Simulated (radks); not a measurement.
Species: the titanium ion Ti13+. Configuration: [He] 2s2 2p4 7s1 (not the ground configuration). Method: scalar-relativistic Kohn-Sham, r2SCAN, spin-unpolarised, spherical densities, finite nucleus; meta-GGA in the generalised Kohn-Sham scheme; Fermi nuclear charge, rms radius 3.5921 fm; computed with a radial shooting solver on a logarithmic mesh with Libxc functionals.

Normalised radial functions P(r) = r R(r), r in bohr:

r	7s
0.005263	0.0370
0.006963	0.0469
0.00914	0.0583
0.01209	0.0716
0.016	0.0859
0.02117	0.0994
0.02779	0.1090
0.03677	0.1110
0.04865	0.0990
0.06386	0.0677
0.08449	0.0114
0.1118	-0.0655
0.1467	-0.1415
0.1942	-0.1832
0.2569	-0.1405
0.3399	0.0065
0.4461	0.1846
0.5903	0.2355
0.781	0.0184
1.025	-0.2731
1.356	-0.1540
1.795	0.3137
2.356	0.1314
3.117	-0.4372
4.124	0.1058
5.457	0.6264
7.163	0.2482
9.477	0.0198
12.54	0.0003

7s: eigenvalue -57.606 eV, 6 radial nodes at r = 0.0884, 0.337, 0.793, 1.48, 2.48, 3.99 bohr, <r> = 4.82 bohr, 90 % of the charge inside 6.53 bohr.
